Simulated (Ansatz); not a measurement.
Molecule: sum formula H$_{6}$Si$_{2}$O$_{3}$, net charge 0, singlet state. 
Geometry from a B3LYP-D3(BJ)/def2-TZVP (Ansatz, a program for electronic structure) optimisation:
```xyz
11

O     -1.1515     0.5771     1.3434
Si    -0.2910     0.3175    -0.0330
O     -1.3285    -0.1281    -1.2227
O      0.4614     1.7603    -0.3213
Si     1.2439    -1.4378     0.1423
H     -0.8407     1.2728     1.9291
H     -2.1588     0.3516    -1.3052
H      1.0233     1.8354    -1.0967
H      0.5617    -2.7328     0.3725
H      2.1697    -1.1782     1.2731
H      2.0539    -1.5389    -1.0984
```

Dipole moments at this geometry, in debye (magnitudes).

```tsv
level	program	dipole (D)
SVWN5/def2-TZVPD	Ansatz	1.54
r2SCAN/def2-TZVPD	Ansatz	1.57
B97M-V/def2-TZVPD	Ansatz	1.63
PBE0/def2-TZVPD	Ansatz	1.53
r2SCAN0/def2-TZVPD	Ansatz	1.56
HSE06/def2-TZVPD	Ansatz	1.53
CAM-B3LYP/def2-TZVPD	Ansatz	(withheld)
wB97X-V/def2-TZVPD	Ansatz	1.53
CCSD(T)/aug-cc-pV(D+d)Z	Ansatz	(withheld)
```

### Question
What belongs in the gaps?

### Answer

- CAM-B3LYP/def2-TZVPD, dipole (D): 1.52
- CCSD(T)/aug-cc-pV(D+d)Z, dipole (D): 1.51
